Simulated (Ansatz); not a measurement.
CH5OSb, closed shell: a pair in one relaxed arrangement.

Input (in.yaml):

```yaml
crystal:
  periodic: [false, false, false]
  atoms:
    - {symbol: C, position_ang: [0.010168, 0.478517, -1.856855]}
    - {symbol: O, position_ang: [0.201079, 1.310778, -1.017844]}
    - {symbol: H, position_ang: [-0.326760, -0.544397, -1.598283]}
    - {symbol: H, position_ang: [0.161247, 0.691567, -2.932762]}
    - {symbol: Sb, position_ang: [-0.230353, 0.194631, 1.989300]}
    - {symbol: H, position_ang: [1.344745, -0.212085, 1.475883]}
    - {symbol: H, position_ang: [-0.936016, -0.828283, 0.814705]}
    - {symbol: H, position_ang: [-0.224109, -1.090727, 3.125855]}
basis:
  gaussian: {orbitals: "def2-TZVPPD.json"}
hamiltonian: {xc: {name: B97M-V}}
```

The basis file named in the input lies beside it (Basis Set Exchange, JSON).

Launched with

```bash
ansatz run in.yaml --threads 4 --pin off --events-out ev --progress --plain --max-ram 9574MiB
```

Output of Ansatz 0.2.0:

```
Functional definition: B97M-V
  name "B97M-V"
  cite "Mardirossian & Head-Gordon, J. Chem. Phys. 142, 074111 (2015) doi:10.1063/1.4907719"
  cite "Becke, J. Chem. Phys. 107, 8554 (1997) doi:10.1063/1.475007"
  cite "Vydrov & Van Voorhis, J. Chem. Phys. 133, 244103 (2010) doi:10.1063/1.3521275"
  # Of w^i u^j: cxij and so on, Table III.
  parameter cx00 = 1.000
  parameter cx01 = 1.308
  parameter cx02 = 1.901
  parameter cx10 = 0.416
  parameter cx11 = 3.070
  parameter css00 = 1.000
  parameter css02 = -1.855
  parameter css10 = -5.668
  parameter css32 = -20.497
  parameter css42 = -20.364
  parameter cos00 = 1.000
  parameter cos01 = 1.573
  parameter cos03 = -6.298
  parameter cos10 = 2.535
  parameter cos32 = -6.427
  parameter b = 6.0
  parameter c = 0.01
  gx(w, u) = cx00 + cx01*u + cx02*u^2 + (cx10 + cx11*u)*w
  gss(w, u) = css00 + css02*u^2 + css10*w + (css32*w^3 + css42*w^4)*u^2
  gos(w, u) = cos00 + cos01*u + cos03*u^3 + cos10*w + cos32*w^3*u^2
  exchange = spin_sum(e_x_unif_s*gx(b97_w, b97_u_x))
  correlation = spin_sum(e_c_pw_mod_same_spin*gss(b97_w, b97_u_same))
      + integral(e_c_pw_mod_opposite_spin*gos(b97_w_opposite, b97_u_opposite)) + vv10(b, c)
1066 factors; their error is unknown
mean field evaluation 1: about -9698.9346 eV, gradient 4.2e1 eV
mean field evaluation 2: about -9689.3223 eV, gradient 8.1e1 eV
mean field evaluation 4: about -9702.5423 eV, gradient 3.9e0 eV
mean field evaluation 8: about -9702.5561 eV, gradient 5.7e-1 eV
mean field evaluation 16: about -9702.5565 eV, gradient 1.2e-4 eV
mean field -9702.55652689 eV, -356.5623757342 hartree, gradient 3.6e-5 eV, S^2 0.000000; 0 other end points of the search recorded, 0 dependent functions left out
reference -9702.55659898 eV, -356.5623783836 hartree; 21, 21 occupied and 197, 197 virtual orbitals, 1066 factors
Total energy: -9702.55659898 eV, -356.5623783836 hartree
```

The lines “mean field evaluation” count trial sets of orbitals through the whole run, from several starts and some on an approximate energy, so they need not fall steadily or lie above the final value.

The run took about 4.4 s on 4 CPU threads of an Arm Neoverse V2 (shared host).
